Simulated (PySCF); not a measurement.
Spectrum to structure. The calculation used TDDFT CAM-B3LYP/def2-SVPD, vertical, gas phase, core orbitals frozen in the response in PySCF. Geometries: GFN2-xTB, one conformer each.

| state | E (eV) | λ (nm) | f |
| --- | --- | --- | --- |
| S1 | 5.64 | 219.8 | 0.021 |
| S2 | 6.18 | 200.8 | 0.140 |
| S3 | 6.52 | 190.1 | 0.010 |
| S4 | 6.85 | 180.9 | 0.102 |
| S5 | 6.94 | 178.6 | 0.017 |
| S6 | 7.05 | 175.8 | 0.0038 |
| S7 | 7.16 | 173.1 | 0.034 |
| S8 | 7.21 | 172.0 | 0.024 |

**Question.** Which structure fits? All have the formula CH10FNSi3.
A. `C[Si@H](N)[SiH2][SiH2]F`
B. `C([SiH3])[Si@H](F)N[SiH3]`
C. `CN[SiH2][Si@H](F)[SiH3]`
D. `[SiH3]N([Si@H](C)F)[SiH3]`

**Answer.** A. Its S1 lies at 5.64 eV; the nearest of the others has S1 at 5.05 eV. S1 is HOMO→LUMO (88%). Löwdin shares by element: HOMO nitrogen 50%, silicon 18% or more, carbon 14% (atoms not listed hold the other 17%); LUMO silicon 67%, hydrogen 7% or more (atoms not listed hold the other 26%). At the same level the other candidates give, for their lowest levels:
- `F[Si@@H](C[SiH3])N[SiH3]`: 6.59 eV (f 0.006); 7.31 eV (f 0.005); 7.75 eV (f 0.022); 7.90 eV (f 0.042); 8.03 eV (f 0.066); T1 6.27 eV; HOMO -9.12, LUMO 0.86 eV
- `CN[SiH2][Si@H](F)[SiH3]`: 5.05 eV (f 0.003); 5.73 eV (f 0.026); 5.94 eV (f 0.059); 6.36 eV (f 0.015); 6.60 eV (f 0.038); T1 4.75 eV; HOMO -8.36, LUMO -0.29 eV
- `C[Si@H](F)N([SiH3])[SiH3]`: 6.45 eV (f 0.001); 7.05 eV (f 0.012); 7.32 eV (f 0.019); 7.39 eV (f 0.041); 7.76 eV (f 0.017); T1 6.15 eV; HOMO -8.85, LUMO 0.88 eV

Shape of the structure used: `[CH3:1][Si@H:2]([NH2:3])[SiH2:4][SiH2:5][F:6]`: C1–Si2–Si4–Si5 91°, Si2–Si4–Si5–F6 -8°, H–N3–Si2–C1 65°, H–N3–Si2–C1 -73°.
Triplets come from the Tamm–Dancoff approximation.
